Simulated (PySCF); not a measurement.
Two species compared at the same levels of theory.

First species: C6H6ClF.
Structure used (GFN2-xTB), in Å, numbered top down from 1:
```
atom  x, y, z in Å
F1    -0.0644   -2.6825    0.2904
C2     0.0978   -1.3483    0.2030
C3     1.2954   -0.7814    0.0430
Cl4    2.7534   -1.7016   -0.0951
C5     1.3934    0.6667   -0.0285
C6     0.3044    1.4102   -0.2073
C7    -1.0485    0.7844   -0.3762
C8    -1.1499   -0.5383    0.3830
H9     2.3781    1.0976    0.0498
H10    0.3724    2.4836   -0.2932
H11   -1.8294    1.4648   -0.0355
H12   -1.2102    0.6130   -1.4470
H13   -1.2876   -0.3489    1.4541
H14   -2.0056   -1.1196    0.0373
```

Second species: C₄H₈Si₂.
SMILES: `C1=C[SiH2]C=C[SiH2]1`

Levels: wB97X-D/def2-SVPD for dipole moment, HOMO energy, LUMO energy, HOMO–LUMO gap, static isotropic polarisability and electronic spatial extent ⟨r²⟩ about the centre of nuclear charge; TDDFT wB97X-D/def2-SVPD for lowest singlet excitation; TDA wB97X-D/def2-SVPD for lowest triplet excitation (Tamm–Dancoff); GFN2-xTB for rotational constant A and rotational constant C. Geometries: GFN2-xTB. All species are isolated and taken at one optimised geometry, non-relativistic unless stated. Electronic properties by PySCF.

Values for the first species:

```
Dipole moment                                                     : 3.17 D
HOMO energy                                                       : -8.24 eV
LUMO energy                                                       : 0.69 eV
HOMO–LUMO gap                                                     : 8.93 eV
Lowest singlet excitation                                         : 4.82 eV
Lowest triplet excitation (Tamm–Dancoff)                          : 2.97 eV
Static isotropic polarisability                                   : 81.9 au
Electronic spatial extent ⟨r²⟩ about the centre of nuclear charge : 1125 bohr²
Rotational constant A                                             : 2.696 GHz
Rotational constant C                                             : 0.978 GHz
```

Estimate the same properties for the second species, and the change in each.

```tsv
property	first	second	second less first
dipole moment	3.17 D	0.00 D	-3.17 D
HOMO energy	-8.24 eV	-9.61 eV	-1.37 eV
LUMO energy	0.69 eV	0.98 eV	+0.29 eV
HOMO–LUMO gap	8.93 eV	10.59 eV	+1.66 eV
lowest singlet excitation	4.82 eV	5.72 eV	+0.90 eV
lowest triplet excitation (Tamm–Dancoff)	2.97 eV	4.27 eV	+1.30 eV
static isotropic polarisability	81.9 au	95.4 au	+13.5 au
electronic spatial extent ⟨r²⟩ about the centre of nuclear charge	1125 bohr²	888 bohr²	-237 bohr²
rotational constant A	2.696 GHz	3.502 GHz	+0.806 GHz
rotational constant C	0.978 GHz	1.389 GHz	+0.411 GHz
```

On the first: A dipole of 3.17 D is allowed in C1, and pure rotational transitions are dipole-allowed. The dipole matches unit charges of opposite sign 0.66 Å apart (1 e·Å = 4.8032 D).

On the second: The principal polarisabilities are 71.1, 92.1 and 123.1 au; their mean is the isotropic value. No computed singlet falls in the visible range (750 to 380 nm, 1.65 to 3.26 eV); S1 lies 2.46 eV above its blue end.

One conformer stands for the species.
